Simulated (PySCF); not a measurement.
Be(Cl)(Me) (CH3BeCl), SMILES [CH3][Be][Cl].

Geometry: r2SCAN-D4/def2-TZVP.

Method: TDA-ωB97X/def2-SVPD in PySCF.

Vertical excitations; the highest root listed may be one member of a degenerate set. Gas-phase values at a fixed geometry. State labels are in the subgroup Cs.

Computed excitation energies, oscillator strengths and character:
```
state  symmetry  energy (eV)  λ (nm)      f                                                                      main pairs
-----  --------  -----------  ------  -----  ------------------------------------------------------------------------------
S1           A"         8.04     154  0.039                                       HOMO→LUMO+1, HOMO→LUMO+4 (degenerate set)
S2           A'         8.04     154  0.039                                       HOMO→LUMO+2, HOMO→LUMO+5 (degenerate set)
S3           A'         8.37     148  0.144                                                                  HOMO→LUMO 88 %
S4           A"         8.39     148  0.000  HOMO−1→LUMO+2 32 %, HOMO−2→LUMO+1 32 %, HOMO−1→LUMO+5 17 %, HOMO−2→LUMO+4 17 %
S5           A"         8.45     147  0.000     HOMO−2→LUMO+1, HOMO−1→LUMO+2, HOMO−2→LUMO+4, HOMO−1→LUMO+5 (degenerate set)
S6           A'         8.45     147  0.000     HOMO−2→LUMO+2, HOMO−1→LUMO+1, HOMO−1→LUMO+4, HOMO−2→LUMO+5 (degenerate set)
S7           A'         8.76     142  0.105                                                    HOMO−2→LUMO (degenerate set)
S8           A"         8.76     142  0.105                                                    HOMO−1→LUMO (degenerate set)
S9           A'         9.54     130  0.309  HOMO−2→LUMO+2 29 %, HOMO−1→LUMO+1 29 %, HOMO−1→LUMO+4 11 %, HOMO−2→LUMO+5 11 %
S10          A"        10.09     123  0.012                           HOMO→LUMO+4 45 %, HOMO→LUMO+1 24 %, HOMO−5→LUMO+1 8 %
T1           A'         7.41     167      0                                       HOMO→LUMO+2, HOMO→LUMO+5 (degenerate set)
T2           A"         7.41     167      0                                       HOMO→LUMO+1, HOMO→LUMO+4 (degenerate set)
T3           A'         7.94     156      0                                                                  HOMO→LUMO 88 %
T4           A'         8.11     153      0  HOMO−2→LUMO+2 31 %, HOMO−1→LUMO+1 31 %, HOMO−2→LUMO+5 16 %, HOMO−1→LUMO+4 16 %
```
Triplets are in the Tamm–Dancoff approximation.
